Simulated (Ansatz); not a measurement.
BF3H3N (`[NH3+][B-](F)(F)F`). The species carries charge 0 and has multiplicity 1. The structure was optimised at the PBE0-D4/def2-TZVP level. It is one conformer, not always the lowest.

```xyz
8

N    -0.790    0.165    0.200
B     0.800   -0.167   -0.203
F     0.955   -1.490    0.109
F     0.870    0.107   -1.541
F     1.529    0.684    0.583
H    -1.005    1.137    0.002
H    -0.943   -0.010    1.189
H    -1.416   -0.426   -0.338
```

(1) What is the dipole moment at B3LYP/def2-TZVPP? (Estimate.)

(2) And with PBE, r2SCAN, ωB97M-V? (Estimate.)

(3) Give the Mulliken charges with B3LYP, ωB97M-V, PBE in def2-TZVPP. (An estimate is asked.)

Answers

(1) The calculation gave: 6.12 D, with components (-5.82, 1.21, 1.47) D in this frame, pointing from negative to positive charge.

(2) Computed: PBE 6.01 D, r2SCAN 6.10 D, ωB97M-V 6.12 D.

(3) The calculation gave: 
```tsv
atom	B3LYP	ωB97M-V	PBE
N1	-0.16	-0.09	-0.18
B2	0.59	0.55	0.46
F3	-0.33	-0.32	-0.29
F4	-0.33	-0.32	-0.29
F5	-0.33	-0.32	-0.29
H6	0.18	0.16	0.20
H7	0.18	0.16	0.20
H8	0.18	0.16	0.20
```

B3LYP here is the variant with VWN-RPA as its local correlation; programs differ in this.
